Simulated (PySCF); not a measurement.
Cl$_{4}$SW, singlet, geometry from GFN2-xTB (such geometries of metal compounds can be far from the true shape) (core potentials on W). Base run: PySCF with DF-TPSS/def2-SV(P).

Here is a job for PySCF.
```python
from pyscf import gto, scf, dft

mol = gto.Mole()
mol.atom = '''
    W     0.05136557   -0.02213398    0.05443562
    S     1.49823173   -0.64560426    1.58777894
    Cl   -1.46040727    0.62930529   -1.54769376
    Cl    0.27309176    2.15259903    0.49173666
    Cl    1.19778788   -0.92365033   -1.63163749
    Cl   -1.64416414   -1.15427854    0.95625937
'''
mol.basis = 'def2-sv(p)'
mol.ecp = {'W': 'def2-sv(p)'}
mol.verbose = 4
mol.build()

mf = dft.RKS(mol)
mf.xc = 'tpss'
mf = mf.density_fit(auxbasis='def2-universal-jkfit')
mf.kernel()
```

The base run was repeated with changes; each row names its change, and settings that it needs were set with it.

```csv
change,basis functions,E (Eh),HOMO (eV),HOMO-LUMO gap (eV),dipole (D),core-seconds (rough)
base,115,-2305.69698,-7.44,2.59,0.63,30
basis = LANL2DZ,62,-137.83902,-7.81,2.48,1.10,10
basis = def2-SVP,122,-2305.72371,-7.35,2.64,0.49,30
basis = def2-SVPD,170,-2305.74747,-7.44,2.55,0.70,50
basis = def2-TZVP,225,-2306.50935,-7.26,2.58,0.60,70
```

Totals compare only among sets that treat the same electrons; sets with core potentials leave the core out.
